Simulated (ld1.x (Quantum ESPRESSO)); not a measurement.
## Transferability test, RRKJ potential for rubidium (Rb)

| Quantity | Value |
| --- | --- |
| Element | rubidium (Rb) |
| Generator | ld1.x (Quantum ESPRESSO) 7.5 |
| Type | norm-conserving RRKJ (Kleinman–Bylander form) |
| Functional | PBE |
| Relativity | scalar-relativistic |
| Frozen core | [Ar] 3d10 4s2 |
| Valence charge | 7 |
| Reference configuration | 4p6 5s1 5p0 |
| Partial waves | 4p (bound): rc 2.10 bohr; 4d channel at 0.35 Ry: rc 2.55 bohr; 5s (bound): rc 3.30 bohr |
| Local potential | the s channel |
| Core correction | Bessel-smoothed model core inside 1.30 bohr |
| rho0 | 0.01 |

Energies are relative to the spin-unpolarised reference configuration 4p6 5s1 5p0; without spin polarisation the order of configurations can differ from experiment.

| valence configuration | charge | ΔE all-electron (eV) | error AE − PS (meV) |
| --- | --- | --- | --- |
| 4p6 5s0.5 5p0 | +0.5 | 1.578 | +0.2 |
| 4p6 5s0 5p1 | 0 | 1.520 | -131 |

(1) What are ΔE and the potential's error for 4p5 5s1 5p0?

(2) What are ΔE and the potential's error for 4p6 5s0 5p0?

Levels in the configuration 4p6 5s0.5 5p0:

| level | all-electron (eV) | pseudo (eV) |
| --- | --- | --- |
| 4p | -18.609 | -18.593 |
| 5s | -4.121 | -4.121 |

## Answers

(1) ΔE = 21.140 eV all-electron; the error (AE − PS) is -189 meV.

(2) ΔE = 4.154 eV all-electron; the error (AE − PS) is -1.4 meV.
